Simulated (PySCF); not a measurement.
# Mayer bond orders and bond lengths

Compound: benzyldiethylphosphine oxide, C₁₁H₁₇OP.
SMILES with atom numbers: `[CH3:1][CH2:2][P:3](=[O:4])([CH2:5][CH3:6])[CH2:7][c:8]1[cH:9][cH:10][cH:11][cH:12][cH:13]1` (hydrogens: H14, H15, H16 on C1; H17, H18 on C2; H19, H20 on C5; H21, H22, H23 on C6; H24, H25 on C7; H26 on C9; H27 on C10; H28 on C11; H29 on C12; H30 on C13)

Cartesian coordinates in Å at the PBE0-D3(BJ)/def2-SVP level; atoms count from 1:
```xyz
30
C11H17OP angstrom
C     -2.0577   -1.7021    1.6288
C     -1.5834   -0.3389    1.1463
P     -1.4277   -0.2909   -0.6728
O     -2.6185   -0.8708   -1.3799
C     -1.1001    1.4534   -1.1006
C     -2.3621    2.2999   -1.0014
C      0.1193   -1.1991   -1.0895
C      1.3764   -0.6824   -0.4612
C      2.1534    0.2917   -1.1017
C      3.2957    0.8093   -0.4955
C      3.6860    0.3602    0.7652
C      2.9284   -0.6160    1.4106
C      1.7863   -1.1309    0.8013
H     -2.2899   -1.6863    2.7039
H     -1.2962   -2.4812    1.4661
H     -2.9602   -2.0033    1.0773
H     -0.6294   -0.0341    1.6064
H     -2.3256    0.4358    1.4003
H     -0.7287    1.4417   -2.1391
H     -0.2813    1.8398   -0.4719
H     -2.6913    2.4226    0.0420
H     -3.1827    1.8230   -1.5572
H     -2.1967    3.3058   -1.4148
H      0.1635   -1.1646   -2.1897
H     -0.0784   -2.2475   -0.8169
H      1.8593    0.6453   -2.0938
H      3.8882    1.5663   -1.0150
H      4.5829    0.7643    1.2401
H      3.2309   -0.9841    2.3940
H      1.2035   -1.9031    1.3114
```

Bond orders from the PBE0/pcSseg-1 density (PySCF). Geometry: PBE0-D3(BJ)/def2-SVP, one conformer, isolated molecule.

(1) Where do the orders between heavy atoms depart from those drawn in the SMILES?

(2) Give the Mayer order of every bond between heavy atoms, beside its length.

## Answers

(1) The largest departure is 0.202, at P3–O4 (drawn double, 1.798), counting aromatic bonds as 1.5. The bonds drawn aromatic range from 1.39 to 1.45.

(2) 
```tsv
bond	drawn as	length (Å)	Mayer order
C1–C2	single	1.522	1.045
C2–P3	single	1.826	0.913
P3–O4	double	1.501	1.798
P3–C5	single	1.826	0.923
C5–C6	single	1.523	1.045
P3–C7	single	1.842	0.902
C7–C8	single	1.497	1.026
C8–C9	aromatic	1.401	1.394
C9–C10	aromatic	1.393	1.445
C10–C11	aromatic	1.394	1.427
C11–C12	aromatic	1.394	1.426
C12–C13	aromatic	1.393	1.446
C13–C8	aromatic	1.401	1.393
```

Bonds between the same two heavy elements. C–C: lowest C7–C8 (1.026, 1.497 Å), highest C12–C13 and C9–C10 (1.446, 1.393 Å). C–P: lowest P3–C7 (0.902, 1.842 Å), highest P3–C5 (0.923, 1.826 Å). Bonds named together lie within 0.004.

Q: And the bonds to hydrogen?

A: C–H: 0.91 to 0.97 (17 bonds).

Q: Sum the orders of all bonds at each heavy atom with more than one neighbour and set the sums beside the valence in the SMILES.

A: C1 3.923 (drawn 4), C2 3.799 (drawn 4), P3 4.536 (drawn 5), C5 3.812 (drawn 4), C6 3.925 (drawn 4), C7 3.789 (drawn 4), C8 3.813 (drawn 4), C9 3.808 (drawn 4), C10 3.834 (drawn 4), C11 3.820 (drawn 4), C12 3.835 (drawn 4), C13 3.805 (drawn 4). Orders between atoms that aren't bonded are not in these sums.

Mayer orders depend on the basis set.
